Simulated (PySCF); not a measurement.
Geometry (Å), atoms numbered from 1 in this order:
```xyz
14

Si   -0.4943    2.7037    1.5458
C    -0.6387    1.5116    3.0137
Si   -1.8512    0.0906    2.6839
Si    1.0478    0.8935    3.6219
Cl   -1.3545    2.4822    4.3904
H     0.0896    1.9647    0.3839
H     0.3983    3.8411    1.9135
H    -1.8485    3.2144    1.1840
H    -1.9857   -0.7417    3.9147
H    -1.3141   -0.7472    1.5673
H    -3.1802    0.6472    2.2979
H     1.9279    2.0573    3.9325
H     0.8578    0.0583    4.8433
H     1.6720    0.0682    2.5418
```

[PySCF: shielding tensors at HF/pcSseg-2 (GIAO); coordinates at the PBE0-D3(BJ)/def2-SVP level; single conformer; no relativistic terms; gas phase; averaged over atoms made equivalent by symmetry, fast rotation or ring inversion]

δ = σ(ref) − σ, references computed at the same level: ¹³C (191.47 ppm), ¹H (31.68 ppm), ²⁹Si (382.96 ppm) against TMS; ³⁵Cl (944.88 ppm) vs HCl.

| atoms | nucleus | count | δ (ppm) |
| --- | --- | --- | --- |
| H6/H7/H8/H9/H10/H11/H12/H13/H14 | ¹H | 9 | ? |
| Si1/Si3/Si4 | ²⁹Si | 3 | -48.4 |
| Cl5 | ³⁵Cl | 1 | 7 |
| C2 | ¹³C | 1 | ? |

Fill in the missing shifts.

Answers


- C2: 13.3 ppm, fully substituted sp3 carbon bonded to Cl and 3 Si
- H6/H7/H8/H9/H10/H11/H12/H13/H14: 4.00 ppm, hydrogen on a silicon bonded to C

Carbons that carry Cl, above all several Cl atoms, come out too deshielded, partly because spin–orbit coupling is missing. Shifts are as computed, not scaled to solution data. Of 1313 compounds with measured shifts, 239 miss one by over three times the rms of a fit or turn the order of signals round; such compounds aren't used in these exercises.
